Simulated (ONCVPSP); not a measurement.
u(r) = r·R(r): atom against pseudo-atom (copper)

Columns: radius, all-electron u(r) and pseudo u(r) of the 3d shell (level -6.18 eV) of copper in the configuration [Ne] 3s2 3p6 3d10 4s0.5 4p0.5; PBE, scalar-relativistic, ONCV scheme, ONCVPSP 4.0.1.

```csv
r (bohr),all-electron,pseudo
0.062,0.0341,0.0055
0.125,0.1652,0.0427
0.188,0.3492,0.1327
0.250,0.5320,0.2764
0.312,0.6886,0.4603
0.375,0.8108,0.6603
0.438,0.8957,0.8416
0.500,0.9462,0.9764
0.562,0.9700,1.0555
0.625,0.9729,1.0792
0.688,0.9604,1.0580
0.750,0.9377,1.0100
0.812,0.9081,0.9517
0.875,0.8738,0.8939
0.938,0.8371,0.8434
1.000,0.8001,0.8011
1.062,0.7631,0.7630
1.125,0.7261,0.7260
1.188,0.6902,0.6901
1.250,0.6561,0.6560
1.312,0.6235,0.6234
1.375,0.5919,0.5918
1.438,0.5619,0.5618
1.500,0.5338,0.5337
1.562,0.5072,0.5072
1.625,0.4817,0.4816
```

Problem. How many radial nodes do the two functions have?

Solution. The all-electron 3d function has n − l − 1 = 0; the pseudo-wave has 0.

Problem. At about which radius was the pseudo-wave matched?

Solution. 1.10 bohr, where the columns begin to agree (steps of 0.06 bohr).

Problem. Where does each function peak?

Solution. Outermost all-electron maximum near 0.62 bohr, pseudo maximum near 0.62 bohr (to the table’s step).

Problem. Is the pseudo-wave norm-conserving?

Solution. Yes: the ONCV scheme keeps the norm inside the radius equal to the all-electron one, which fixes the energy derivative of the logarithmic derivative at the level.
